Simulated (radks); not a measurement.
Problem. The mean radii <r> (bohr) of the occupied orbitals of an atom or ion are listed with their occupations. All-electron calculation, Dirac Kohn-Sham, BLYP, spin-unpolarised, spherical densities, finite nucleus; Fermi nuclear charge, rms radius of each element as measured or else 0.836 A^(1/3) + 0.57 fm. Program: a radial shooting solver on a logarithmic mesh with Libxc functionals.

| orbital | occ. | <r> |
|---|---|---|
| 1s1/2 | 2 | 0.02274 |
| 2s1/2 | 2 | 0.09642 |
| 2p1/2 | 2 | 0.08066 |
| 2p3/2 | 4 | 0.08727 |
| 3s1/2 | 2 | 0.2523 |
| 3p1/2 | 2 | 0.2417 |
| 3p3/2 | 4 | 0.2539 |
| 3d3/2 | 4 | 0.2250 |
| 3d5/2 | 6 | 0.2288 |
| 4s1/2 | 2 | 0.5294 |
| 4p1/2 | 2 | 0.5316 |
| 4p3/2 | 4 | 0.5508 |

Name the element and its charge. Open shells, if any, fill j = l - 1/2 first.

Solution. Z = 62, samarium, charge +26: Sm26+ in [Kr]. The 1s radius gives Z: for a bare nucleus <r> = (2 gamma + 1)/(2Z) with gamma = sqrt(1 - (Z/c)^2), 0.02245 bohr for Z = 62, and screening makes it slightly larger (0.02274 here). The occupations add up to 36, and the charge is Z minus that.
